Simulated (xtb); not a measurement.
C$_{6}$H$_{11}$O, doublet, from a rough starting geometry; GFN2-xTB (xtb).

Here is a job for xtb.
```
$ xtb mol.xyz --gfn 2 --uhf 1 --opt vtight --json

# file mol.xyz
18

C      2.68567844     0.39474147     0.49235930
C      2.07714992    -0.53780208    -0.44282180
C      0.63315000    -0.96032217    -0.11274625
C     -0.35198986     0.13081142    -0.11077825
C     -1.76792353    -0.27183976     0.09070917
C     -2.74410032     0.90930368     0.08566207
O     -2.17681400    -1.39352415     0.26250989
H      3.32859456     0.07679945     1.28785729
H      2.31238405     1.43570525     0.56115556
H      2.70262786    -1.41720041    -0.47754200
H      2.02839565    -0.09030139    -1.45955232
H      0.63907960    -1.48114722     0.86425359
H      0.28016057    -1.74359547    -0.84039041
H     -0.06865674     0.89051618     0.71647108
H     -0.30817049     0.67751879    -1.02908389
H     -2.49917754     1.54532562     0.83477300
H     -3.79651037     0.46731108     0.26455587
H     -2.76362374     1.35745625    -0.91080919
```

Task: What does xtb print? Leave out banner, timings and long lists.

Result: 
```
   ID    Z sym.   atoms
    1    6 C      1-6
    2    8 O      7
    3    1 H      8-18

           -------------------------------------------------
          |                Calculation Setup                |
           -------------------------------------------------

           -------------------------------------------------
          |                 G F N 2 - x T B                 |
           -------------------------------------------------

          ...................................................
          :                      SETUP                      :
          :.................................................:
          :  # basis functions                  39          :
          :  # atomic orbitals                  39          :
          :  # shells                           25          :
          :  # electrons                        41          :
          :  max. iterations                   250          :
          :  Hamiltonian                  GFN2-xTB          :
          :  restarted?                      false          :
          :  GBSA solvation                  false          :
          :  PC potential                    false          :
          :  electronic temp.          300.0000000     K    :
          :  accuracy                    1.0000000          :
          :  -> integral cutoff          0.2500000E+02      :
          :  -> integral neglect         0.1000000E-07      :
          :  -> SCF convergence          0.1000000E-05 Eh   :
          :  -> wf. convergence          0.1000000E-03 e    :
          :  Broyden damping             0.4000000          :
          :  net charge                          0          :
          :  unpaired electrons                  1          :
          ...................................................

 iter      E             dE          RMSdq      gap      omega  full diag
   1    -22.6470816 -0.226471E+02  0.388E+00    2.78       0.0  T
   2    -22.7043961 -0.573145E-01  0.206E+00    1.95       1.0  T
   3    -22.7098567 -0.546058E-02  0.131E+00    2.22       1.0  T
   4    -22.7142060 -0.434926E-02  0.185E-01    1.73       1.0  T
   5    -22.7143863 -0.180321E-03  0.788E-02    1.78       1.0  T
   6    -22.7144062 -0.199425E-04  0.337E-02    1.80       1.0  T
   7    -22.7144070 -0.757128E-06  0.980E-03    1.80       2.4  T
   8    -22.7144073 -0.256660E-06  0.199E-03    1.80      11.8  T
   9    -22.7144073 -0.915453E-08  0.112E-03    1.80      21.0  T
  10    -22.7144073 -0.195730E-08  0.159E-04    1.80     147.9  T
  11    -22.7144073 -0.597815E-10  0.780E-05    1.80     302.2  T

   *** convergence criteria satisfied after 11 iterations ***

         :::::::::::::::::::::::::::::::::::::::::::::::::::::
         ::                     SUMMARY                     ::
         :::::::::::::::::::::::::::::::::::::::::::::::::::::
         :: total energy             -22.410433066554 Eh    ::
         :: gradient norm              0.139127306896 Eh/a0 ::
         :: HOMO-LUMO gap              1.801600030165 eV    ::
         ::.................................................::
         :: SCC energy               -22.714392161973 Eh    ::
         :: -> isotropic ES            0.028478853862 Eh    ::
         :: -> anisotropic ES          0.003985678099 Eh    ::
         :: -> anisotropic XC          0.012251103682 Eh    ::
         :: -> dispersion             -0.010262126467 Eh    ::
         :: repulsion energy           0.303959095420 Eh    ::
         :: add. restraining           0.000000000000 Eh    ::
         :: total charge              -0.000000000000 e     ::
         :::::::::::::::::::::::::::::::::::::::::::::::::::::

      -----------------------------------------------------------
     |                   =====================                   |
     |                        A N C O P T                        |
     |                   =====================                   |
[...]
 * total energy  :   -22.4261741 Eh     change       -0.2371263E-05 Eh
 * total energy  :   -22.4261771 Eh     change       -0.2993272E-05 Eh
 * total energy  :   -22.4261791 Eh     change       -0.1932859E-05 Eh
 * total energy  :   -22.4261801 Eh     change       -0.9911480E-06 Eh
 * total energy  :   -22.4261835 Eh     change       -0.3438240E-05 Eh
 * total energy  :   -22.4261861 Eh     change       -0.2596457E-05 Eh
 * total energy  :   -22.4261889 Eh     change       -0.2831152E-05 Eh
 * total energy  :   -22.4261904 Eh     change       -0.1499668E-05 Eh
 * total energy  :   -22.4261907 Eh     change       -0.3012146E-06 Eh
 * total energy  :   -22.4261909 Eh     change       -0.1511503E-06 Eh
 * total energy  :   -22.4261910 Eh     change       -0.1330074E-06 Eh
 * total energy  :   -22.4261911 Eh     change       -0.7377488E-07 Eh
   *** GEOMETRY OPTIMIZATION CONVERGED AFTER 53 ITERATIONS ***
         :: total energy             -22.426191089839 Eh    ::
[...]
        39                          0.6375941              17.3498
      -------------------------------------------------------------
                  HL-Gap            0.0649349 Eh            1.7670 eV
             Fermi-level           -0.3145645 Eh           -8.5597 eV

     #   Z          covCN         q      C6AA      α(0)
     1   6 C        2.835    -0.115    30.898     9.109
     2   6 C        3.802    -0.046    21.405     6.587
     3   6 C        3.804    -0.055    21.555     6.609
     4   6 C        3.805    -0.088    22.166     6.702
     5   6 C        2.810     0.240    22.990     7.856
     6   6 C        3.754    -0.141    23.273     6.879
     7   8 O        0.857    -0.358    20.857     6.123
     8   1 H        0.926     0.035     2.520     2.483
     9   1 H        0.926     0.030     2.584     2.514
    10   1 H        0.923     0.055     2.264     2.353
    11   1 H        0.924     0.039     2.466     2.456
    12   1 H        0.924     0.057     2.239     2.340
    13   1 H        0.924     0.038     2.478     2.462
    14   1 H        0.924     0.066     2.129     2.282
    15   1 H        0.924     0.051     2.302     2.373
    16   1 H        0.925     0.058     2.227     2.334
    17   1 H        0.925     0.067     2.116     2.275
    18   1 H        0.925     0.067     2.118     2.276

 Mol. C6AA /au·bohr⁶  :       2532.875796
 Mol. C8AA /au·bohr⁸  :      55193.969407
 Mol. α(0) /au        :         76.011404

Wiberg/Mayer (AO) data.
largest (>0.10) Wiberg bond orders for each atom

 ---------------------------------------------------------------------------
     #   Z sym  total        # sym  WBO       # sym  WBO       # sym  WBO
 ---------------------------------------------------------------------------
     1   6 C    3.197 --     2 C    1.108     9 H    0.986     8 H    0.984
     2   6 C    3.998 --     1 C    1.108     3 C    0.986    11 H    0.968
                            10 H    0.920
     3   6 C    3.994 --     4 C    1.006     2 C    0.986    13 H    0.978
                            12 H    0.974
     4   6 C    3.997 --     3 C    1.006     5 C    0.991    15 H    0.960
                            14 H    0.940
     5   6 C    3.920 --     7 O    1.867     6 C    0.999     4 C    0.991
     6   6 C    3.994 --     5 C    0.999    17 H    0.982    16 H    0.973
                            18 H    0.957
     7   8 O    2.076 --     5 C    1.867
     8   1 H    0.999 --     1 C    0.984
     9   1 H    0.999 --     1 C    0.986
    10   1 H    0.993 --     2 C    0.920
    11   1 H    0.998 --     2 C    0.968
    12   1 H    0.997 --     3 C    0.974
    13   1 H    0.999 --     3 C    0.978
    14   1 H    0.996 --     4 C    0.940
    15   1 H    0.997 --     4 C    0.960
    16   1 H    0.997 --     6 C    0.973
    17   1 H    0.995 --     6 C    0.982
    18   1 H    0.995 --     6 C    0.957
 ---------------------------------------------------------------------------

Topologies differ in total number of bonds
Writing topology from bond orders to xtbtopo.mol

molecular dipole:
                 x           y           z       tot (Debye)
 q only:        0.243       0.823      -0.505
   full:        0.287       1.011      -0.609       3.087
molecular quadrupole (traceless):
                xx          xy          yy          xz          yz          zz
 q only:        0.643      -6.738      -1.139       1.549       1.854       0.496
  q+dip:       -0.118      -7.243      -1.795       2.115       2.110       1.913
   full:        0.174      -7.653      -2.066       2.295       2.609       1.892

optimized geometry written to: xtbopt.xyz

           -------------------------------------------------
          | TOTAL ENERGY              -22.426191089839 Eh   |
          | GRADIENT NORM               0.000048966887 Eh/α |
          | HOMO-LUMO GAP               1.766968491916 eV   |
           -------------------------------------------------

normal termination of xtb
```
